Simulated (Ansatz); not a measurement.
A run for Ansatz (a quantum-chemistry and plane-wave program): R-B3LYP/def2-TZVPP on CH6InN (SMILES [CH3][InH][NH2]), a point of a torsion scan. Elements past Kr take the def2 small-core potentials; no spin–orbit coupling.

Ansatz 0.2 input:
```yaml
crystal:
  periodic: [false, false, false]
  atoms:
    - {symbol: C, position_ang: [-1.60205537, 0.18183410, -0.25803132]}
    - {symbol: In, position_ang: [0.29545211, -0.50314169, 0.69204970]}
    - {symbol: N, position_ang: [2.14336858, -0.02156246, -0.09943337]}
    - {symbol: H, position_ang: [-2.11693635, -0.66778564, -0.70113347]}
    - {symbol: H, position_ang: [-2.26062584, 0.65846139, 0.46406538]}
    - {symbol: H, position_ang: [-1.33872784, 0.89378799, -1.04016007]}
    - {symbol: H, position_ang: [0.39903851, -1.45941572, 2.12821341]}
    - {symbol: H, position_ang: [2.47878067, -0.70865578, -0.76949495]}
    - {symbol: H, position_ang: [2.08412106, 0.84881759, -0.62560972]}
basis:
  gaussian:
    orbitals: def2-TZVPP
hamiltonian:
  xc: {name: B3LYP}
scf: {lower_state_search: off}
```

Program output:

```
WARN ansatz: RAYON_NUM_THREADS=1 ignored (pool sized by the plan → 1); use --threads N
Functional definition: B3LYP
these checks for a lower state are left out or cut short: stability, starts, cluster_reference, orbital_swaps, neighbouring_geometries, increment
integrals: 0.09 GiB planned
1154 factors; their error is unknown
mean field: 0.88 GiB planned
mean field evaluation 1: about -7785.0163 eV, gradient 8.9e1 eV
mean field evaluation 2: about -7727.8476 eV, gradient 1.5e2 eV
mean field evaluation 4: about -7800.8018 eV, gradient 1.6e1 eV
mean field evaluation 8: about -7801.4908 eV, gradient 1.9e-1 eV
mean field evaluation 16: about -7801.5215 eV, gradient 9.0e-5 eV
mean field -7801.52150841 eV, -286.7006273730 hartree, gradient 2.0e-6 eV, S^2 0.000000; 0 other end points of the search recorded, 0 dependent functions left out
reference -7801.52180426 eV, -286.7006382451 hartree; 20, 20 occupied and 176, 176 virtual orbitals, 1154 factors
Total energy: -7801.52180426 eV, -286.7006382451 hartree
Checks for a lower state left out: stability, starts, cluster_reference, orbital_swaps, neighbouring_geometries, increment
```

The calculation finished and met its thresholds.

Cost: roughly 6 core-seconds.
